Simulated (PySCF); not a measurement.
**Molecular orbitals of CuO**

r²SCAN at R = 1.761 Å; basis Cu def2-TZVPPD, O def2-TZVPPD; no relativity; PySCF 2.14. State: ²Π (doublet), unpaired electrons π ↑. Only the outer orbitals are listed, counted within each symmetry.

| spin | orbital | occ. | ε (eV) | on Cu (%) | main shells (%) |
| --- | --- | --- | --- | --- | --- |
| α | 3π | 1 | -9.31 | 27 | 72 O p, 27 Cu d |
| α | 8σ | 1 | -9.16 | 43 | 53 O p, 38 Cu d |
| α | 3π | 1 | -8.11 | 61 | 61 Cu d, 38 O p |
| α | 1δ | 1 | -7.17 | 100 | 100 Cu d |
| α | 1δ | 1 | -7.16 | 100 | 100 Cu d |
| α | 4π | 1 | -6.99 | 74 | 73 Cu d, 26 O p |
| α | 9σ | 1 | -6.31 | 75 | 53 Cu d, 25 O p, 22 Cu s |
| α | 4π | 1 | -6.00 | 41 | 59 O p, 39 Cu d |
| α | 10σ | 0 | -3.67 | 98 | 77 Cu s, 15 Cu p |
| α | 5π | 0 | -0.24 | 108 | 106 Cu p |
| α | 5π | 0 | -0.10 | 108 | 106 Cu p |
| β | 7σ | 1 | -21.56 | 8 | 92 O s |
| β | 8σ | 1 | -8.63 | 51 | 47 Cu d, 44 O p |
| β | 3π | 1 | -7.84 | 72 | 72 Cu d, 28 O p |
| β | 3π | 1 | -7.45 | 90 | 89 Cu d, 10 O p |
| β | 1δ | 1 | -7.05 | 99 | 99 Cu d |
| β | 1δ | 1 | -7.04 | 100 | 100 Cu d |
| β | 9σ | 1 | -6.10 | 76 | 42 Cu d, 34 Cu s, 25 O p |
| β | 4π | 1 | -5.52 | 32 | 68 O p, 28 Cu d |
| β | 4π | 0 | -4.08 | 20 | 80 O p, 10 Cu d, 9 Cu p |
| β | 10σ | 0 | -3.58 | 90 | 64 Cu s, 18 Cu p, 14 O p |
| β | 5π | 0 | -0.17 | 106 | 103 Cu p |

Q: Which are the highest filled and the lowest empty level, where do they sit, and how wide is the gap?

A: Highest filled β 4π at -5.52 eV (in %: 68 O p, 28 Cu d); lowest empty β 4π at -4.08 eV (in %: 80 O p, 10 Cu d, 9 Cu p); the gap at r²SCAN is 1.44 eV. Both belong to one degenerate shell, split only by its one-sided filling, so this is no excitation gap.

* bond order (Mayer): 1.26
* ⟨S²⟩: 0.771
* charge on Cu (Mulliken, basis-dependent): 0.46
* charge on Cu (Löwdin, basis-dependent): 0.48
* dipole moment (positive dipole means Cu(−)O(+)): -4.48 D

Shares are Mulliken populations and can fall outside 0 to 100 %.

The state is the lowest single determinant that the PBE0 search found; with open d or f shells the true ground state can be another one.
